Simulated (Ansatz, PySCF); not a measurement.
C2H7ClO2Si, SMILES CCO[SiH](O)Cl. Atoms are numbered in the order given.

```xyz
13

Si     0.5670    -0.7310     0.4446
O      1.7436    -1.5060    -0.3938
Cl     1.1820     1.1556     1.0456
O     -0.7354    -0.5281    -0.5365
C     -1.8585     0.3045    -0.3360
C     -2.5813     0.4981    -1.6468
H      0.2988    -1.5344     1.6536
H      1.9639    -1.1594    -1.2642
H     -2.5325    -0.1582     0.4083
H     -1.5372     1.2782     0.0758
H     -3.4704     1.1312    -1.5075
H     -2.9034    -0.4700    -2.0579
H     -1.9220     0.9811    -2.3832
```

Geometry: PBE0-D3(BJ)/def2-SVP. The values are those of a single conformer.

Two levels are set side by side: PBE-D3(BJ)/def2-SVP (Ansatz, a program for electronic structure) and PBE0-D3(BJ)/def2-SVP (Ansatz). Each level has its own optimised geometry; the coordinates shown are those of the second. Frequencies come from the Hessian of PySCF at each geometry. Differences are taken from unrounded values.

| quantity | PBE0-D3(BJ) |
|---|---|
| mean bond length (Å) | 1.352 |
| bond Si1–O2 (Å) | 1.640 |
| bond Si1–Cl3 (Å) | 2.073 |
| bond Si1–O4 (Å) | 1.643 |
| bond O4–C5 (Å) | 1.412 |
| bond C5–C6 (Å) | 1.509 |
| bond Si1–H7 (Å) | 1.476 |
| bond O2–H8 (Å) | 0.962 |
| bond C5–H9 (Å) | 1.106 |
| bond C5–H10 (Å) | 1.105 |
| bond C6–H11 (Å) | 1.100 |
| bond C6–H12 (Å) | 1.100 |
| bond C6–H13 (Å) | 1.100 |
| highest harmonic wavenumber (cm⁻¹) | 3929 |
| mean harmonic wavenumber (cm⁻¹) | 1283 |
| zero-point energy (kcal/mol) | 60.53 |

Problem. What does PBE-D3(BJ) give, and how far is it from PBE0-D3(BJ)? (Estimate from the structure and the level; the computed values follow.)

Solution. 
```
quantity                            PBE-D3(BJ)  PBE-D3(BJ) minus PBE0-D3(BJ)
----------------------------------  ----------  ----------------------------
mean bond length (Å)                     1.364                         0.012
bond Si1–O2 (Å)                          1.657                         0.017
bond Si1–Cl3 (Å)                         2.090                         0.017
bond Si1–O4 (Å)                          1.661                         0.018
bond O4–C5 (Å)                           1.428                         0.016
bond C5–C6 (Å)                           1.518                         0.009
bond Si1–H7 (Å)                          1.488                         0.012
bond O2–H8 (Å)                           0.974                         0.011
bond C5–H9 (Å)                           1.115                         0.009
bond C5–H10 (Å)                          1.114                         0.009
bond C6–H11 (Å)                          1.109                         0.008
bond C6–H12 (Å)                          1.108                         0.008
bond C6–H13 (Å)                          1.108                         0.008
highest harmonic wavenumber (cm⁻¹)        3760                          -169
mean harmonic wavenumber (cm⁻¹)           1239                           -44
zero-point energy (kcal/mol)             58.44                         -2.09
```

GGA bonds tend to be longer and softer than those of functionals with exact exchange. Differences between two approximate levels are no errors against the true value.
